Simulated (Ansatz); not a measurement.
H3NZn (SMILES [NH2][ZnH]) moved off its minimum; all values from Ansatz (an electronic-structure program), cores frozen in correlated methods.
(charge 0, multiplicity 1)
```xyz
5

Zn    -0.43501    -0.16786    -0.26100
H     -1.29778    -0.04074    -1.69903
N      1.07994     0.27944     1.26315
H      1.20864    -0.65450     1.56248
H      0.81827     1.01466     1.64822
```

Problem. Give the forces (eV/Å), the total energy and the dipole at CCSD(T)/def2-TZVPPD.

Solution. 
| atom | Fx | Fy | Fz |
|---|---|---|---|
| Zn1 | 1.280 | 1.241 | 0.329 |
| H2 | 0.645 | -0.337 | 1.344 |
| N3 | 0.915 | -8.406 | -9.137 |
| H4 | 0.123 | -0.079 | 1.743 |
| H5 | -2.964 | 7.580 | 5.721 |
Energy -1834.6713 hartree, dipole 1.80 D.
